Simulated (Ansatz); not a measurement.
C5H11FGeO2 (`C=C[CH2][Ge]([F])([O]C)[O]C`). The species carries charge 0 and has multiplicity 1. The geometry is a stationary point of PBE0-D4/def2-TZVP. It is one conformer, not always the lowest.

```xyz
20

C     2.108    2.216    0.294
C     2.050    0.901    0.132
C     1.372   -0.040    1.066
Ge   -0.226   -0.806    0.277
F    -1.020   -1.785    1.480
O     0.202   -1.815   -1.085
C    -0.801   -2.394   -1.901
O    -1.450    0.318   -0.295
C    -2.093    1.192    0.608
H     2.603    2.851   -0.430
H     1.665    2.703    1.157
H     2.504    0.454   -0.750
H     2.010   -0.891    1.321
H     1.077    0.452    1.996
H    -0.299   -2.887   -2.735
H    -1.381   -3.142   -1.351
H    -1.485   -1.638   -2.297
H    -2.577    0.650    1.428
H    -2.861    1.736    0.054
H    -1.397    1.925    1.032
```

Q: What is the dipole moment at PBE/def2-TZVPP? (Best estimate.)

A: Ansatz gave: 1.44 D, with components (0.48, 1.35, 0.06) D in this frame, pointing from negative to positive charge.

Q: And with r2SCAN, B3LYP, ωB97M-V? (Estimate.)

A: Ansatz gave: r2SCAN 1.48 D, B3LYP 1.54 D, ωB97M-V 1.54 D.

Q: Give the Mulliken charges with PBE, ωB97M-V, B3LYP in def2-TZVPP. (An estimate is asked.)

A: Computed: 
```json
{"atom": "C1", "PBE": "-0.20", "ωB97M-V": "-0.21", "B3LYP": "-0.22"}
{"atom": "C2", "PBE": "-0.13", "ωB97M-V": "-0.12", "B3LYP": "-0.14"}
{"atom": "C3", "PBE": "-0.19", "ωB97M-V": "-0.30", "B3LYP": "-0.22"}
{"atom": "Ge4", "PBE": "0.76", "ωB97M-V": "0.87", "B3LYP": "0.91"}
{"atom": "F5", "PBE": "-0.35", "ωB97M-V": "-0.38", "B3LYP": "-0.39"}
{"atom": "O6", "PBE": "-0.35", "ωB97M-V": "-0.41", "B3LYP": "-0.42"}
{"atom": "C7", "PBE": "-0.16", "ωB97M-V": "-0.19", "B3LYP": "-0.14"}
{"atom": "O8", "PBE": "-0.34", "ωB97M-V": "-0.40", "B3LYP": "-0.41"}
{"atom": "C9", "PBE": "-0.15", "ωB97M-V": "-0.19", "B3LYP": "-0.14"}
{"atom": "H10", "PBE": "0.10", "ωB97M-V": "0.11", "B3LYP": "0.11"}
{"atom": "H11", "PBE": "0.07", "ωB97M-V": "0.08", "B3LYP": "0.08"}
{"atom": "H12", "PBE": "0.11", "ωB97M-V": "0.13", "B3LYP": "0.13"}
{"atom": "H13", "PBE": "0.11", "ωB97M-V": "0.15", "B3LYP": "0.12"}
{"atom": "H14", "PBE": "0.10", "ωB97M-V": "0.13", "B3LYP": "0.10"}
{"atom": "H15", "PBE": "0.10", "ωB97M-V": "0.12", "B3LYP": "0.11"}
{"atom": "H16", "PBE": "0.10", "ωB97M-V": "0.12", "B3LYP": "0.11"}
{"atom": "H17", "PBE": "0.11", "ωB97M-V": "0.13", "B3LYP": "0.11"}
{"atom": "H18", "PBE": "0.11", "ωB97M-V": "0.13", "B3LYP": "0.11"}
{"atom": "H19", "PBE": "0.10", "ωB97M-V": "0.12", "B3LYP": "0.11"}
{"atom": "H20", "PBE": "0.09", "ωB97M-V": "0.10", "B3LYP": "0.09"}
```

B3LYP here is the variant with VWN-RPA as its local correlation; programs differ in this.
